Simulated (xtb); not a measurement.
formaldehyde (CH2O), singlet, geometry from GFN2-xTB, atoms displaced at random by about 0.02 Å a coordinate. Base run: xtb 6.7.1 with GFN2-xTB.

xtb was given this input:
```
$ xtb mol.xyz --gfn 2 --opt --json

# file mol.xyz
4

O     -0.03358362     0.02488801     0.67625587
C      0.00411758     0.02278976    -0.50469300
H      0.02408603     0.92939469    -1.12344587
H      0.07291812    -0.95322656    -1.10060733
```

Variants of this job, named by their change:

| change | ΔE vs base (µEh) | optimiser steps |
|---|---|---|
| base | 0.0 | 5 |
| engine = inertial | -56.4 | - |
| opt level = sloppy | 0.6 | 4 |
| opt level = loose | 0.6 | 4 |
| opt level = extreme | -0.1 | 7 |
| engine = lbfgs | -58.2 | - |
| opt level = lax | 0.6 | 4 |
| alpb = acetonitrile | ___ | 5 |
| opt level = crude | 10.3 | 3 |
| opt level = tight | 0.0 | 5 |

Q: Fill in the missing entries.

A: 
- alpb = acetonitrile, ΔE vs base (µEh): -3923
